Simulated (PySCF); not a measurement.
**Basis-set dependence of population analyses: `N#C[SiH](C#N)CCl`**

Compound: C3H3ClN2Si.
Atom-mapped SMILES: `[N:1]#[C:2][SiH:3]([C:4]#[N:5])[CH2:6][Cl:7]` (hydrogens: H8 on Si3; H9, H10 on C6)

PBE0 throughout (PySCF), one geometry, spherical d and f functions. The structure is a single PBE0-D3(BJ)/def2-SVP conformer in the gas phase; no vibrational or solvent corrections. Atoms taken as equivalent share a column and are averaged.

Mulliken charges (e):

```json
{"basis": "pcSseg-0", "functions": "77", "N1/N5": "-0.346", "C2/C4": "-0.263", "Si3": "+1.585", "C6": "-1.105", "Cl7": "+0.002", "H8": "+0.049", "H9/H10": "+0.344"}
{"basis": "6-31G*", "functions": "112", "N1/N5": "-0.238", "C2/C4": "+0.016", "Si3": "+0.619", "C6": "-0.678", "Cl7": "-0.016", "H8": "-0.013", "H9/H10": "+0.266"}
{"basis": "cc-pVDZ", "functions": "121", "N1/N5": "-0.085", "C2/C4": "-0.162", "Si3": "+0.581", "C6": "-0.270", "Cl7": "-0.082", "H8": "+0.014", "H9/H10": "+0.126"}
{"basis": "def2-SVP", "functions": "121", "N1/N5": "-0.030", "C2/C4": "-0.239", "Si3": "+0.638", "C6": "-0.267", "Cl7": "-0.123", "H8": "+0.011", "H9/H10": "+0.139"}
{"basis": "aug-cc-pVDZ", "functions": "196", "N1/N5": "-0.346", "C2/C4": "-0.062", "Si3": "+0.942", "C6": "-0.100", "Cl7": "-0.088", "H8": "+0.291", "H9/H10": "-0.114"}
{"basis": "6-311+G(2d,p)", "functions": "223", "N1/N5": "-0.194", "C2/C4": "-0.215", "Si3": "+0.983", "C6": "-0.654", "Cl7": "+0.078", "H8": "-0.005", "H9/H10": "+0.208"}
{"basis": "def2-TZVP", "functions": "247", "N1/N5": "-0.003", "C2/C4": "-0.205", "Si3": "+0.363", "C6": "-0.240", "Cl7": "-0.103", "H8": "+0.048", "H9/H10": "+0.174"}
{"basis": "cc-pVTZ", "functions": "260", "N1/N5": "-0.041", "C2/C4": "-0.183", "Si3": "+0.479", "C6": "-0.228", "Cl7": "-0.109", "H8": "+0.020", "H9/H10": "+0.142"}
{"basis": "IGLO-III", "functions": "293", "N1/N5": "-0.294", "C2/C4": "+0.021", "Si3": "+0.767", "C6": "-0.495", "Cl7": "+0.007", "H8": "-0.094", "H9/H10": "+0.181"}
{"basis": "pcSseg-2", "functions": "308", "N1/N5": "-0.103", "C2/C4": "-0.165", "Si3": "+0.669", "C6": "-0.189", "Cl7": "-0.119", "H8": "-0.047", "H9/H10": "+0.110"}
```

IAO charges (e):

```
        basis  functions   N1/N5   C2/C4     Si3      C6     Cl7      H8  H9/H10
     pcSseg-0         77  -0.146  -0.151  +0.848  -0.554  -0.056  -0.041  +0.199
       6-31G*        112  -0.149  -0.167  +0.922  -0.535  -0.061  -0.071  +0.188
      cc-pVDZ        121  -0.146  -0.168  +0.912  -0.524  -0.064  -0.069  +0.186
     def2-SVP        121  -0.144  -0.170  +0.921  -0.524  -0.058  -0.075  +0.182
  aug-cc-pVDZ        196  -0.158  -0.159  +0.914  -0.526  -0.069  -0.066  +0.190
6-311+G(2d,p)        223  -0.158  -0.166  +0.945  -0.541  -0.063  -0.074  +0.191
    def2-TZVP        247  -0.156  -0.170  +0.956  -0.545  -0.061  -0.078  +0.191
      cc-pVTZ        260  -0.154  -0.169  +0.943  -0.541  -0.063  -0.075  +0.191
     IGLO-III        293  -0.159  -0.168  +0.954  -0.546  -0.058  -0.077  +0.191
     pcSseg-2        308  -0.157  -0.168  +0.952  -0.546  -0.061  -0.077  +0.191
```

Some averages cover members that differ in this geometry, most widely: H9/H10, Mulliken in aug-cc-pVDZ -0.147 to -0.081; C2/C4, Mulliken in 6-311+G(2d,p) -0.239 to -0.190 e.

**Question.** Which scheme is steadiest as the basis changes?

**Answer.** Largest range over the bases for any column: IAO 0.11 e, Mulliken 1.22 e. IAO charges move least and Mulliken charges most, counted in e.

**Question.** How much do the charges still move between the two largest bases, IGLO-III and pcSseg-2?

**Answer.** At most, over all atoms: Mulliken 0.306 e, IAO 0.003 e.

**Question.** What do the same runs give for the total energy, the frontier levels and the dipole moment?

**Answer.** 
```json
{"basis": "pcSseg-0", "energy (Eh)": "-973.3753", "HOMO (eV)": "-9.26", "LUMO (eV)": "-1.77", "μ (D)": "3.43"}
{"basis": "6-31G*", "energy (Eh)": "-974.7186", "HOMO (eV)": "-9.03", "LUMO (eV)": "-1.60", "μ (D)": "3.24"}
{"basis": "cc-pVDZ", "energy (Eh)": "-974.7749", "HOMO (eV)": "-9.01", "LUMO (eV)": "-1.57", "μ (D)": "3.28"}
{"basis": "def2-SVP", "energy (Eh)": "-974.3511", "HOMO (eV)": "-8.98", "LUMO (eV)": "-1.64", "μ (D)": "3.37"}
{"basis": "aug-cc-pVDZ", "energy (Eh)": "-974.7925", "HOMO (eV)": "-9.17", "LUMO (eV)": "-1.84", "μ (D)": "3.53"}
{"basis": "6-311+G(2d,p)", "energy (Eh)": "-974.8467", "HOMO (eV)": "-9.18", "LUMO (eV)": "-1.94", "μ (D)": "3.52"}
{"basis": "def2-TZVP", "energy (Eh)": "-974.8695", "HOMO (eV)": "-9.13", "LUMO (eV)": "-1.87", "μ (D)": "3.50"}
{"basis": "cc-pVTZ", "energy (Eh)": "-974.8693", "HOMO (eV)": "-9.12", "LUMO (eV)": "-1.80", "μ (D)": "3.45"}
{"basis": "IGLO-III", "energy (Eh)": "-974.8681", "HOMO (eV)": "-9.11", "LUMO (eV)": "-1.88", "μ (D)": "3.61"}
{"basis": "pcSseg-2", "energy (Eh)": "-974.8823", "HOMO (eV)": "-9.17", "LUMO (eV)": "-1.90", "μ (D)": "3.47"}
```

The dipole is fixed by the density alone, so its range of 0.37 D shows that the density itself changes with the basis, not only its division among atoms.
